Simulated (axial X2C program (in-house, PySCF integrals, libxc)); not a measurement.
# NaGe: cheaper levels and CCSD(T), with spin–orbit coupling

All values were computed with an axial X2C code built on PySCF integrals. Two-component (2c) means X2C with spin–orbit coupling and atomic mean-field two-electron Coulomb and Gaunt terms. Basis: Ge dyall-cv3z [9s9p7d4f1g], Na dyall-cv3z [9s8p5d2f] (cores contracted in-house); Gaussian nuclei, density fitting, unrestricted open shells. Masses: Ge 73.921 u, Na 22.990 u.

State: Ω = 3/2 (⟨Sz⟩ = 1.50, ⟨Lz⟩ = 0.00 at HF); fragments Ge + Na.

| level | Re (Å) | ωe (cm⁻¹) |
| --- | --- | --- |
| PBE0 | 2.735 | 208.3 |
| HF | 2.778 | 208.0 |
| MP2 | 2.769 | 213.6 |
| CCSD | 2.771 | 211.7 |

Correlated methods: 5 electrons correlated (number of frozen shells: Ge 3 s, 2 p, 1 d; Na 2 s, 1 p), 257 virtual spin orbitals or spinors in MP2, 59 natural virtuals in coupled cluster.

CCSD(T), same Hamiltonian and basis:

Re = 2.772 Å, ωe = 211.7 cm⁻¹; T1 = 0.009 (Lee–Taylor normalisation).

Q: Give the differences from CCSD(T) in the columns below.

A: 

| level | ΔRe (Å) | Δωe (cm⁻¹) |
| --- | --- | --- |
| PBE0 | -0.037 | -3.4 |
| HF | 0.006 | -3.7 |
| MP2 | -0.003 | 1.9 |
| CCSD | -0.001 | 0.0 |

The state is a single determinant with fixed occupations, the lowest that a limited PBE0 search found. De is not given where an atomic determinant may have missed its ground term or J level, or where the truncated virtual space spoils (T). Density functionals use the spin component along the axis (collinear). Coupled cluster ran in a truncated set of natural virtual spinors; the MP2 energy of the rest was added. (T) has no such correction and the atoms are truncated less, which lowers De at CCSD(T) by a hundredth of an eV or more. PBE0 can misorder states that lie within some tenths of an eV, so this need not be the ground state of the molecule. The nearest other 2c determinant of the search, Ω = 1/2, lies 0.45 eV up at the distance of the search. The functionals have no current-density term, which raises determinants with orbital currents, atoms included. With several unpaired electrons one determinant need not be a pure state. This is the top spin component of a Σ state; components of lower Ω are not single determinants and can lie lower. With the outer-core shells frozen, correlated bond lengths of heavy atoms tend to come out a few hundredths of an ångström too long.
